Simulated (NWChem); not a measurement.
Basis-set convergence for 1,1-difluoroethane (C$_{2}$H$_{4}$F$_{2}$)

SMILES: FC(F)C
```xyz
8

C     -0.2798     1.3382     0.0000
C     -0.3190    -0.1616     0.0000
F      0.3185    -0.6456    -1.0922
F      0.3185    -0.6456     1.0922
H      0.7679     1.6712     0.0000
H     -0.7817     1.7315    -0.8945
H     -0.7817     1.7315     0.8945
H     -1.3451    -0.5725     0.0000
```
Charge 0, spin multiplicity 1.

Everything below was run with NWChem. The geometry was optimised at PBE0/def2-SVP, a minimum by its harmonic frequencies.

Quantity: LUMO energy at the level PBE.

The Pople sets run with spherical d functions.

| basis | functions | LUMO energy (eV) |
|---|---|---|
| STO-3G | 24 | 7.42 |
| 6-31G* | 64 | ? |
| def2-SVP | 76 | 1.26 |
| cc-pVDZ | 76 | 1.30 |
| 6-31+G* | 80 | -0.08 |
| 6-311G** | 96 | 0.81 |
| 6-311++G** | 116 | ? |
| aug-cc-pVDZ | 128 | ? |
| cc-pVTZ | 176 | 0.66 |
| pcseg-2 | 176 | 0.04 |

**Question.** Complete the blanks.

**Answer.** 
- 6-31G*, LUMO energy (eV): 2.27
- 6-311++G**, LUMO energy (eV): -0.48
- aug-cc-pVDZ, LUMO energy (eV): -0.49

This LUMO lies above zero in the largest set, so its value hangs on the diffuse functions.
